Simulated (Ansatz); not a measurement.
C4H9OSn, charge +1, singlet, at a GFN2-xTB geometry (such geometries of metal compounds can be far from the true shape) (all electrons, no relativity). Base run: B3LYP/STO-3G in Ansatz (a first-principles code).

Input for Ansatz:
Ansatz 0.2 input:
```yaml
crystal:
  periodic: [false, false, false]
  atoms:
    - {symbol: Sn, position_ang: [0.57860348, 0.99037821, 0.99602755]}
    - {symbol: O, position_ang: [-0.13951525, -0.23880407, -0.24016626]}
    - {symbol: C, position_ang: [-0.69301889, -1.18621963, -1.19298609]}
    - {symbol: C, position_ang: [0.35754660, -2.26620988, -1.41139384]}
    - {symbol: C, position_ang: [-1.96370062, -1.75208190, -0.57416742]}
    - {symbol: C, position_ang: [-0.98384300, -0.41492838, -2.47294697]}
    - {symbol: H, position_ang: [0.00267037, -3.01018296, -2.11844506]}
    - {symbol: H, position_ang: [0.57924891, -2.75285016, -0.46071701]}
    - {symbol: H, position_ang: [1.26974182, -1.81057548, -1.79876224]}
    - {symbol: H, position_ang: [-1.71926578, -2.24375716, 0.36831025]}
    - {symbol: H, position_ang: [-2.42869660, -2.47166480, -1.24150070]}
    - {symbol: H, position_ang: [-2.66452557, -0.93918319, -0.37975242]}
    - {symbol: H, position_ang: [-0.05851124, 0.02257598, -2.84991934]}
    - {symbol: H, position_ang: [-1.69426393, 0.38487527, -2.25993678]}
    - {symbol: H, position_ang: [-1.40235463, -1.07107684, -3.23035818]}
basis:
  gaussian:
    orbitals: STO-3G
hamiltonian:
  xc: b3lyp
total_charge: 1
```

Each row names what was changed in the base input (with any setting that the change needs).

```tsv
change	ΔE vs base (eV)
base	0.00
occupation = up:A':32 A'':13 down:A':32 A'':13	14.66
occupation = up:A':31 A'':14 down:A':31 A'':14	0.00
symmetry_tolerance_ang = 0.01	0.00
occupation = up:A':30 A'':15 down:A':30 A'':15	10.76
```
